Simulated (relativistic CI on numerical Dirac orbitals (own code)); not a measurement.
One change at a time: I43+

Base calculation: Dirac-Coulomb-Breit CI, KLI orbitals optimised for each configuration, model QED (radiative potential, 1s self-energy scaled to tabulated hydrogen-like ionisation energies), unscaled Slater integrals.

Configurations in the expansion (outside the closed core 1s2): 2s²2p⁶, 2s²2p⁵3s, 2s²2p⁵3p, 2s²2p⁵3d, 2s2p⁶3s, 2s2p⁶3p, 2s2p⁶3d, 2s²2p⁵4s, 2s²2p⁵4p, 2s²2p⁵4d, 2s²2p⁵4f, 2s2p⁶4s, 2s2p⁶4p, 2s²2p⁴3s², 2s2p⁶4d, 2s2p⁶4f, 2s²2p⁵5s, 2s²2p⁴3s3p, 2s²2p⁵5p, 2s²2p⁵5d, 2s²2p⁵5f, 2s²2p⁵5g, 2s²2p⁴3p², 2s²2p⁴3s3d, 2s²2p⁴3p3d, 2s2p⁵3s², 2s²2p⁴3d², 2s2p⁵3s3p, 2s2p⁵3p², 2s2p⁵3s3d, 2s2p⁶5s, 2s2p⁶5p, 2s2p⁶5d, 2s2p⁶5f, 2s2p⁶5g, 2s2p⁵3p3d. Levels of other configurations are missing.

Variants: (1) Breit term removed. Shifts of the energy above 2s²2p⁶ ¹S0, in eV, for the lowest level and the first level of each name with at least 55 % of one term (blank where a level changes its place among those of its configuration and J or its character, or is not in the variant):

```csv
Level,Base,Δ(1)
2s²2p⁶ ¹S0,0.00,0.00
2s²2p⁵3s ³P°2,4037.47,+6.63
2s²2p⁵3s ¹P°1,4042.87,+6.48
2s²2p⁵3p ¹P1,4208.41,+6.55
2s²2p⁵3p ³D3,4208.41,+6.81
2s²2p⁵3p ³P2,4216.53,+6.19
2s²2p⁵3d ³P°0,4313.08,+5.68
2s²2p⁵3d ³P°1,4318.78,+6.59
2s²2p⁵3d ³D°2,4326.51,+6.65
2s²2p⁵3d ³F°4,4337.33,+8.19
2s²2p⁵3s ³P°0,4345.18,+10.53
2s²2p⁵3s ³P°1,4346.11,+10.77
2s²2p⁵3d ³D°3,4348.25,+7.56
2s²2p⁵3d ¹P°1,4370.51,+8.05
2s²2p⁵3p ³D1,4434.98,+9.78
2s²2p⁵3d ³F°2,4629.11,+11.39
2s2p⁶3s ³S1,4649.51,+5.80
2s2p⁶3s ¹S0,4667.80,+5.37
2s2p⁶3p ³P°0,4740.33,+3.97
2s2p⁶3p ³P°1,4742.28,+4.54
2s2p⁶3p ³P°2,4821.48,+5.59
2s2p⁶3p ¹P°1,4825.58,+5.63
```

At this charge energies of transitions that change n are usually good to better than 1 %, and those within a shell (Δn = 0) to a few per cent.

Ionisation energy from the two ground configurations alone: base 7337.19 eV; Breit term removed 7345.66 eV. The NIST ASD value (theoretical) is 7337 eV.

LS names give the leading component of a level, which can be under half, so a name can repeat, a term be missing and a line seem to break the LS rules.
